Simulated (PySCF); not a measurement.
**Electronic structure of Ru⁻ (ruthenium, charge -1) at the UHF level**

Configuration: [Kr] 4d7 5s2, high-spin 4F determinant. Computed with PySCF 2.14 in x2c-TZVPPall with one added diffuse shell each of s, p, d, f type (9s7p7d3f1g, 95 functions), with the spin-free X2C one-electron Hamiltonian (Gaussian nucleus).

```
Total energy                        : -4527.983362 hartree
One-electron energy                 : -6254.7555 hartree
Hartree (Coulomb) energy            : 1859.4145 hartree
Exchange energy                     : -132.6423 hartree
⟨S²⟩                                : 3.9343
⟨L²⟩                                : 12.057
Sum of ⟨r⟩                          : 38.57 bohr
Sum of ⟨r²⟩                         : 99.64 bohr²
Langevin diamagnetic susceptibility : -78.9 ×10⁻⁶ cm³/mol
```

| shell | electrons | mean orbital energy (hartree) | spread (hartree) | rms radius, mean of both spins (bohr) |
| --- | --- | --- | --- | --- |
| 1s β | 1 | -816.90727 | 0 | 0.0384 |
| 1s α | 1 | -816.90726 | 0 | 0.0384 |
| 2s α | 1 | -120.23530 | 0 | 0.158 |
| 2s β | 1 | -120.20834 | 0 | 0.158 |
| 2p α | 3 | -107.46112 | 0 | 0.140 |
| 2p β | 3 | -107.43518 | 0 | 0.140 |
| 3s α | 1 | -22.28506 | 0 | 0.428 |
| 3s β | 1 | -22.27036 | 0 | 0.428 |
| 3p α | 3 | -17.96978 | 0 | 0.432 |
| 3p β | 3 | -17.95308 | 0 | 0.432 |
| 3d α | 5 | -11.02468 | 0.00956 | 0.419 |
| 3d β | 5 | -10.98627 | 0.03502 | 0.419 |
| 4s α | 1 | -3.34430 | 0 | 1.09 |
| 4s β | 1 | -3.17740 | 0 | 1.09 |
| 4p α | 3 | -2.07217 | 0 | 1.22 |
| 4p β | 3 | -1.85738 | 0 | 1.22 |
| 4d α | 5 | -0.24253 | 0.03816 | 1.85 |
| 4d β | 2 | -0.15427 | 0 | 1.85 |
| 5s α | 1 | -0.05604 | 0 | 5.52 |
| 5s β | 1 | 0.00218 | 0 | 5.52 |

⟨S²⟩ = 3.93 against 3.75 shows spin contamination. At UHF the highest occupied level has a positive energy, so only the finite basis holds that electron.

Densities and radii are taken from the X2C orbitals without a picture-change correction, which distorts them close to the nucleus.

Spin-orbit constants ζ (cm⁻¹) from the X2C one-electron operator on these orbitals: bare nucleus, nucleus screened by l(l+1)(2l+1)/3 electrons, and screened by the Breit-Pauli mean field of the electrons.

```
shell    bare  screened nucleus  mean field
   2p  709500            677300         n/a
   3p  122000            116500         n/a
   3d   17540             13550         n/a
   4p   16870             16100         n/a
   4d    1307              1010         n/a
```

To first order the Landé constant is A = -336.7 cm⁻¹, so the lowest level has J = 9/2 and lies 0.188 eV below the centre of the term. This holds in LS coupling only.
